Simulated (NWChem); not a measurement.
System: BHSeF$_{2}$; SMILES FB(F)[SeH]

NWChem input:

```
start job
memory heap 200 mb stack 900 mb global 1100 mb
geometry units angstroms noautosym nocenter noautoz
  B      0.004712    -0.949131     0.000000
  F      1.135949    -1.623834     0.000000
  F     -1.127155    -1.623429     0.000000
  Se     0.060067     0.989898     0.000000
  H     -1.403691     1.115291     0.000000
end
basis spherical
  B library 6-31g*
  F library 6-31g*
  Se library 6-31g*
  H library 6-31g*
end
dft
  xc b3lyp
  iterations 150
end
property
  shielding
end
task dft property
```

Geometry: optimised at PBE0/def2-SVP.

GIAO values for the isolated, static molecule; σ is the absolute isotropic shielding, δ = σ(reference) − σ with the isolated reference molecule computed at the same levels (11B: boron trifluoride, 19F: trichlorofluoromethane, 1H: tetramethylsilane). Spin-orbit effects, on the heavy nuclei and on their neighbours, are missing.

Atoms are numbered as in the input.

Question: Give the results of this calculation. (B3LYP/6-31G* (spherical d), GIAO.) Quantities: δ B1 (ppm); δ F2 (ppm); δ F3 (ppm); σ Se4 (ppm); δ H5 (ppm).

Answer: 
```yaml
"δ B1 (ppm)": 22.1
"δ F2 (ppm)": -50.6
"δ F3 (ppm)": -42.0
"σ Se4 (ppm)": 2107.9
"δ H5 (ppm)": 1.18
```
